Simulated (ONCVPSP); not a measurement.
## sulfur (S): one change to an ONCV potential, before and after

| Item | Value |
| --- | --- |
| Element | S (Z = 16) |
| Generator | ONCVPSP 4.0.1 |
| Type | optimised norm-conserving Vanderbilt (ONCV) |
| Functional | PBEsol |
| Relativity | non-relativistic |
| Frozen core | [Ne] |
| Valence charge | 6 |
| Reference configuration | 3s2 3p4 |
| Partial waves | 3s: rc 1.40 bohr, ncon 3, nbas 6, qcut 5.8 1/bohr, 3 projectors, debl 3.8 Ha; 3p: rc 1.15 bohr, ncon 3, nbas 8, qcut 8.3 1/bohr, 1 projector; d scattering state at 0.11 Ha: rc 1.50 bohr, ncon 4, nbas 7, qcut 6.4 1/bohr, 2 projectors, debl 1.5 Ha |
| Local potential | polynomial inside 1.05 bohr (lpopt 5, dvloc0 0 Ha) |
| Core correction | Teter function fitted to the true core (icmod 2), fcfact 0.6 |

Change: p: qcut 11.5.

Cutoffs: the cutoffs (Ha) at which the residual kinetic energy of the hardest occupied pseudo-wave falls to 1 and 0.1 mHa per electron; they do not see the model core or the augmentation charge, which bear on the density cutoff. Errors are all-electron minus pseudo energies relative to the spin-unpolarised reference configuration.

Q: Predict the effect on cutoff, ghosts and configuration errors.

A: The potential gets harder (23 Ha and 38 Ha → 44 Ha and 53 Ha); of the 4 tests that both files solve, the error grows in 2 and shrinks in 0 by more than 15 % and 0.3 meV (median size 9.6 → 13.0 meV); neither file shows a bound ghost. The waves are optimised to have the least kinetic energy above qcut, so the cutoff follows it (qcut²/2 in Ha).

| quantity | base | changed |
| --- | --- | --- |
| cutoff, loose | 23 Ha | 44 Ha |
| cutoff, tight | 38 Ha | 53 Ha |
| loose cutoff by channel | s 13 Ha, p 23 Ha | s 13 Ha, p 44 Ha |
| bound ghosts | none | none |
| GHOST(+) flags under 300 eV | s at 299.4 eV | s at 299.4 eV |
| error for 3s2 3p3, meV [ΔE 11.75 eV] | +1.5 | +3.6 |
| error for 3s2 3p2, meV [ΔE 34.00 eV] | +18 | +22 |
| error for 3s2 3p1, meV [ΔE 68.01 eV] | +59 | +62 |
| error for 3s2 3p3.5, meV [ΔE 4.65 eV] | -0.3 | +0.6 |
| s: phases at 1.42 bohr within 0.05 rad from the reference energy up to (Ha; the scan ends near 5) | to the end of the scan | to the end of the scan |
| p: phases at 1.17 bohr within 0.05 rad from the reference energy up to (Ha; the scan ends near 5) | 1.2 | 1.0 |
| d: phases at 1.52 bohr within 0.05 rad from the reference energy up to (Ha; the scan ends near 5) | to the end of the scan | to the end of the scan |
| rms error of d²Exc/dni dnj with the model core, mHa | 0.70 | 0.63 |
